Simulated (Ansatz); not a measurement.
A CCSD(T) single point on CH7BSn, SMILES `[BH2][SnH2][CH3]`.

```yaml
crystal:
  periodic: [false, false, false]
  atoms:
    - {symbol: B, position_ang: [-1.458931, 0.510162, -1.390056]}
    - {symbol: Sn, position_ang: [0.374172, 0.667925, -0.099393]}
    - {symbol: C, position_ang: [0.721651, -1.055515, 1.131373]}
    - {symbol: H, position_ang: [-2.120915, -0.484598, -1.422163]}
    - {symbol: H, position_ang: [-1.797397, 1.429016, -2.074550]}
    - {symbol: H, position_ang: [0.269578, 2.047060, 0.916445]}
    - {symbol: H, position_ang: [1.753256, 0.905792, -1.093783]}
    - {symbol: H, position_ang: [-0.119143, -1.205376, 1.809189]}
    - {symbol: H, position_ang: [0.830969, -1.942403, 0.506603]}
    - {symbol: H, position_ang: [1.629859, -0.923263, 1.719337]}
basis:
  gaussian: {orbitals: def2-SVP}
correlation: {method: ccsd_t}
```

```sh
$ ansatz run in.yaml --threads 2 --pin off --events-out ev --progress --plain --max-ram 4352MiB
```

Output of Ansatz, abridged:

```
Functional definition: HF
997 factors; integrals over basis functions are off by at most 1.2e-3 eV
mean field evaluation 1: about -7613.5317 eV, gradient 2.3e1 eV
mean field evaluation 2: about -7613.5951 eV, gradient 2.3e1 eV
mean field evaluation 4: about -7615.4348 eV, gradient 2.4e0 eV
mean field evaluation 8: about -7615.4615 eV, gradient 2.5e-4 eV
mean field -7615.46146924 eV, -279.8630470495 hartree, gradient 4.3e-6 eV, S^2 0.000000; 0 other end points of the search recorded, 0 dependent functions left out
6 core orbitals not correlated: weight in the atoms' cores, before any rotation towards them, 1.000 or more for the frozen orbitals, at most 0.000 for the correlated occupied ones
reference -7615.46146924 eV, -279.8630470495 hartree; 14, 14 occupied and 69, 69 virtual orbitals, 997 factors
second order -9.48218859 eV of doubles, -0.00000000 eV of singles
cycle   1  -10.52336723 eV  change    -1.0e0 eV  update   8.0e-2
cycle   2  -10.92384029 eV  change   -4.0e-1 eV  update   2.6e-2
cycle   3  -10.96240483 eV  change   -3.9e-2 eV  update   8.6e-3
cycle   4  -10.96077762 eV  change    1.6e-3 eV  update   3.1e-3
cycle   5  -10.96009629 eV  change    6.8e-4 eV  update   1.3e-3
cycle   6  -10.95992161 eV  change    1.7e-4 eV  update   5.3e-4
cycle   7  -10.95993086 eV  change   -9.2e-6 eV  update   1.7e-4
cycle   8  -10.95995838 eV  change   -2.8e-5 eV  update   6.1e-5
cycle   9  -10.95995682 eV  change    1.6e-6 eV  update   1.8e-5
perturbative correction -0.29212838 eV, -0.0107355198 hartree
Total energy: -7626.71355445 eV, -280.2765535538 hartree
```

Run time 5 s (2 threads of an Arm Neoverse V1 on a shared host); peak host memory 0.39 GiB.

Correlation energy per correlated electron: -0.402 eV. T1 diagnostic: 0.0091.
